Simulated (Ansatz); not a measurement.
The first iterations of a band of ClFH4HfO3 (10 atoms, charge 0, multiplicity 1).

Theory: RKS PBE/def2-SVP in Ansatz.

```json
{
 "movable images": "5",
 "climbing image": "yes",
 "spring": "50.0 eV/Å²",
 "optimiser": "quadratic models (default)",
 "start path": "through a guess of the saddle point",
 "force threshold": "0.03 eV/Å",
 "iteration limit": "60",
 "end points": "relaxed"
}
```

First end point:

```xyz
10
Properties=species:S:1:pos:R:3
Hf 0.022 -0.012 0.206
Cl 0.080 -0.044 2.716
O 1.709 -0.240 -0.727
H 2.225 -0.833 -1.292
O -1.185 1.230 -0.659
H -1.424 1.921 -1.291
O -0.850 -1.712 -0.038
H -1.542 -2.364 -0.205
F 1.058 1.957 1.110
H 0.885 1.567 1.999
```

Last end point:

```xyz
10
Properties=species:S:1:pos:R:3
Hf -0.136 0.397 -0.213
Cl 1.437 -0.476 3.158
O 1.609 -0.124 -0.849
H 2.455 -0.515 -1.095
O -1.032 1.446 -1.567
H -1.510 1.730 -2.355
O -1.225 -1.130 0.238
H -1.562 -1.992 0.511
F 0.066 1.551 1.376
H 0.873 0.584 2.613
```

| iteration | highest image above the first end (eV) | largest band force component (eV/Å) |
| --- | --- | --- |
| 1 | 2.541 | 13.640 |
| 2 | 2.249 | 9.895 |
| 3 | 2.046 | 10.068 |
| 4 | 1.936 | 10.924 |
| 5 | 1.442 | 11.066 |
| 6 | 1.771 | 11.702 |
| 7 | 1.720 | 13.259 |
| 8 | 1.663 | 14.888 |
| 9 | 1.557 | 12.795 |
| 10 | 1.574 | 15.662 |
| 11 | 1.775 | 18.281 |
| 12 | 2.432 | 15.373 |
| 13 | 2.491 | 13.621 |
| 14 | 1.434 | 4.673 |

Problem. Does the band converge within its limit, and where does its top end?

Solution. The run converged. It ended after 43 iterations with the highest image 0.165 eV above the first end. Another band between the same ends (5 images) ends at a top of the same energy, where a vibrational analysis finds 1 clearly imaginary mode. The orbitals stay closed-shell, which can raise the energy where a bond breaks towards radicals; this wasn't checked here.

Time of the run: 6.3 min on 4 threads of Arm Neoverse V1, with other jobs on the host, peak memory 0.19 GiB.
